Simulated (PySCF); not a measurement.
Compound: C3H10AlN.
Atom-mapped SMILES: `[CH3:1]/[CH:2]=[CH:3]\[AlH2-:4][NH3+:5]` (hydrogens: H6, H7, H8 on C1; H9 on C2; H10 on C3; H11, H12 on Al4; H13, H14, H15 on N5)

Theory: PBE0-D3(BJ)/def2-SVP geometry optimisation, gas phase in PySCF.

**Question.** Give the optimised bond lengths and angles.

**Answer.** 
| bond | length (Å) | order |
| --- | --- | --- |
| C1–C2 | 1.496 | single |
| C2=C3 | 1.344 | double |
| C3–Al4 | 1.979 | single |
| Al4–N5 | 2.073 | single |
| C1–H6, C1–H7, C1–H8 | 1.103 | single |
| C2–H9 | 1.102 | single |
| C3–H10 | 1.104 | single |
| Al4–H11, Al4–H12 | 1.611 | single |
| N5–H13, N5–H14, N5–H15 | 1.021 | single |

Bonds in one row agree within 0.01 Å and their mean is given. Orders are formal, as drawn. A selection of angles:
| angle | degrees |
| --- | --- |
| C2–C1–H6 | 111.3 |
| H6–C1–H7 | 107.6 |
| H6–C1–H8 | 106.5 |
| C1–C2–C3 | 125.4 |
| C1–C2–H9 | 114.4 |
| C3–C2–H9 | 120.2 |
| C2–C3–Al4 | 125.1 |
| C2–C3–H10 | 113.9 |
| Al4–C3–H10 | 121.0 |
| C3–Al4–N5 | 99.8 |
| C3–Al4–H11 | 118.5 |
| N5–Al4–H11 | 98.7 |
| N5–Al4–H12 | 98.4 |
| H11–Al4–H12 | 115.8 |
| Al4–N5–H13 | 111.8 |
| Al4–N5–H14 | 110.2 |
| H13–N5–H14 | 107.3 |

Dihedral angles: C1–C2–C3–Al4 0° (synperiplanar); C2–C3–Al4–N5 179° (antiperiplanar).

The 2 C–C bonds span 1.344 Å (C2=C3, drawn double) to 1.496 Å (C1–C2, drawn single), a spread of 0.152 Å. Al4 (aluminium bonded to C, N and 2 H) is distorted tetrahedral (angles from 98.4° to 118.5°). The 5 heavy atoms lie in one plane (0.009 Å rms). N5 (nitrogen bonded to Al and 3 H) is tetrahedral (angles from 107.3° to 112.2°).

Point group: Cs (tolerance 0.08 Å). Stationary, but not proved a minimum. The numbers are those of one conformer.
